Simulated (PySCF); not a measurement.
Species: pentafluoropropionic acid, C₃HF₅O₂.
SMILES: `OC(C(C(F)(F)F)(F)F)=O`

Torsions of this conformer, `[O:1]=[C:2]([OH:3])[C:4]([F:5])([F:6])[C:7]([F:8])([F:9])[F:10]`: O1–C2–C4–F5 4°, C2–C4–C7–F8 168°, H–O3–C2–O1 0°.

The closed-shell ground state was solved at several levels (PySCF, density fitting, gas phase, non-relativistic). Geometry: PBE0-D3(BJ)/def2-SVP, one conformer, isolated molecule.

```csv
level,basis functions,total energy (Eh),HOMO (eV),LUMO (eV),gap (eV),dipole (D)
CAM-B3LYP/def2-SVPD,229,-763.8597,-10.94,-0.29,10.65,2.34
PBE0/pcSseg-1,175,-763.7820,-9.25,-1.20,8.05,2.26
```

Question: What might B3LYP/pcJ-1 (280 basis functions) give for the same quantities?

Answer: Total energy -764.5914 Eh, HOMO -8.98 eV, LUMO -1.46 eV, gap 7.52 eV, dipole 2.28 D.

Question: Over all these levels, which gives the widest orbital gap and which the narrowest?

Answer: CAM-B3LYP/def2-SVPD (range-separated hybrid) has the widest, 10.65 eV, and B3LYP/pcJ-1 (global hybrid, 20 % exact exchange) the narrowest, 7.52 eV. Functional and basis both differ between the two, so the spread mixes both effects.

Question: How far do the dipole and the HOMO energy spread over the levels?

Answer: The dipole runs from 2.26 to 2.34 D (mean 2.29 D) and the HOMO from -10.94 to -8.98 eV.
